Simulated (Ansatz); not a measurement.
`C[N](C)[AlH2]` → `[AlH3]` + `C=NC` at 298.15 K and 1 bar (β-hydride elimination).

Calculated with Ansatz (gas phase, PBE0-D4/def2-TZVP geometries, no zero-point term in ΔE). CCSD(T)/CBS adds triple-zeta CCSD(T) − MP2 to the extrapolated MP2 energy (def2 sets, frozen cores). This one scheme is used for every species.

```tsv
species	CCSD(T)/CBS energy (Eh)	H − E (kJ/mol)	S (J/(mol·K))
`C[N](C)[AlH2]`	-377.63984	270.8	312.9
`[AlH3]`	-243.78045	58.9	207.5
`C=NC`	-133.77870	191.7	260.0
```

H − E and S are ideal-gas, rigid-rotor, harmonic terms from PBE0-D4/def2-TZVP. 1 Eh = 2625.50 kJ/mol, R = 8.31446 J/(mol·K).

Q: By hand: ΔE, ΔH, ΔS and ΔG.

A: ΔE = (-243.78045) + (-133.77870) − (-377.63984) = 0.08069 Eh = 211.9 kJ/mol. Δ(H − E) = 58.9 + 191.7 − 270.8 = -20.2, so ΔH = 191.7 kJ/mol. ΔS = 207.5 + 260.0 − 312.9 = 154.6 J/(mol·K). ΔG = 191.7 − 298.15 × (154.6)/1000 = 145.6 kJ/mol.

Q: By hand: the equilibrium constant, and the temperature at which ΔG would vanish if ΔH and ΔS stayed fixed.

A: log₁₀ K = −ΔG/(RT ln 10) = -25.5. ΔG = 0 at ΔH/ΔS = 1240 K.

The number of gas molecules changes by +1, which sets the sign of ΔS. A doubt of 5 kJ/mol in ΔE shifts log₁₀ K by 0.9 here. These are equilibria of isolated gas molecules and say nothing of rates. Largest T1 diagnostic: 0.012 (customary marks: 0.02 for closed shells, 0.045 for open ones).
